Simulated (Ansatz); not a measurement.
Ansatz (a quantum-chemistry and plane-wave program) input (PBE0/6-31G*):

Ansatz 0.2 input:
```yaml
crystal:
  periodic: [false, false, false]
  atoms:
    - {symbol: Si, position_ang: [-0.11664227, 0.17017934, -0.62910412]}
    - {symbol: C, position_ang: [1.29929352, -1.06519131, -0.07432636]}
    - {symbol: C, position_ang: [-1.47990699, -0.54861409, 0.58070516]}
    - {symbol: F, position_ang: [0.36030088, 1.48467354, 0.35784514]}
    - {symbol: H, position_ang: [1.06993361, -2.08215133, -0.41882258]}
    - {symbol: H, position_ang: [2.26705547, -0.78805029, -0.50729191]}
    - {symbol: H, position_ang: [1.41140663, -1.09215294, 1.01926063]}
    - {symbol: H, position_ang: [-2.38040697, 0.07578564, 0.58807144]}
    - {symbol: H, position_ang: [-1.78423190, -1.55164017, 0.25387748]}
    - {symbol: H, position_ang: [-1.10979216, -0.62353117, 1.61348356]}
basis:
  gaussian:
    orbitals: 6-31G*
hamiltonian:
  xc: {name: PBE0}
total_charge: -1
```

End of the output:

```
integrals: 0.03 GiB planned
767 factors; integrals over basis functions are off by at most 8.7e-4 eV
mean field: 0.26 GiB planned
mean field evaluation 1: about -12755.1887 eV, gradient 3.7e1 eV
mean field evaluation 2: about -12753.9097 eV, gradient 4.2e1 eV
mean field evaluation 4: about -12758.3722 eV, gradient 1.6e0 eV
mean field evaluation 8: about -12758.5843 eV, gradient 8.6e-2 eV
mean field evaluation 16: about -12758.5844 eV, gradient 2.1e-5 eV
mean field -12758.58436373 eV, -468.8693272880 hartree, gradient 2.1e-5 eV, S^2 0.000000; 0 other end points of the search recorded, 0 dependent functions left out
reference -12758.58438542 eV, -468.8693280852 hartree; 21, 21 occupied and 55, 55 virtual orbitals, 767 factors
Total energy: -12758.58438542 eV, -468.8693280852 hartree
```

It need not be the lowest isomer of its formula. Whether it binds its extra electron was not tested at this geometry.
